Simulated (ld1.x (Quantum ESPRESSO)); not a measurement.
Scattering properties, RRKJ potential for technetium

technetium, norm-conserving RRKJ (Kleinman–Bylander form), made with ld1.x (Quantum ESPRESSO) 7.5 (LDA (PZ), scalar-relativistic). Core [Kr], reference 4d6 5s1 5p0. Waves: 5p (bound, empty): rc 4.15 bohr; 4d (bound): rc 1.65 bohr; 4f channel at 0.05 Ry: rc 4.35 bohr; 5s (bound): rc 2.95 bohr. Local part: the s channel. Core correction: a·sin(br)/r model core inside 1.72 bohr.

The phase is arctan(r·u′/u) with u = r·R(r), unwrapped; energies in Ry, scanned from -2 to 5 Ry. A pole is an energy at which the radial function vanishes at the test radius. The pseudo phase is shifted by a multiple of π to meet the all-electron one at the reference energy, and phase errors are pseudo minus all-electron; the curves can meet again beyond the range given. Levels narrower than the energy grid can be missing from the lists of poles.

| channel | radius (bohr) | reference energy (Ry) | poles, all-electron | poles, pseudo | unbroken range about the reference energy with phases within 0.05 rad | phase error 1 Ry above the reference energy (rad) |
| --- | --- | --- | --- | --- | --- | --- |
| s | 4.69 | -0.33 | -0.12, 2.10 | -0.12, 1.92, 4.35 | below 0.6 | -0.075 |
| p | 4.69 | -0.08 | 0.36, 2.70 | 0.36, 2.53 | below 1.1 | -0.015 |
| d | 4.69 | -0.34 | -0.32, 1.29, 3.89 | -0.32, 1.39, 4.50 | below 0.3 | +0.072 |
| f | 4.69 | 0.05 | 1.37, 3.07 | 1.45, 4.21 | below 1.6 | +0.022 |

Phases in the p channel:

```csv
E (Ry),all-electron,pseudo
-2.00,1.413,1.412
-1.52,1.386,1.385
-1.04,1.337,1.337
-0.56,1.209,1.209
-0.08,-0.445,-0.445
0.40,-1.591,-1.593
0.88,-1.815,-1.827
1.36,-3.070,-3.399
1.84,-4.496,-4.536
2.32,-4.653,-4.677
2.80,-4.725,-4.752
3.28,-4.787,-4.843
3.76,-4.890,-5.191
4.24,-5.465,-7.523
4.72,-7.558,-7.752
```
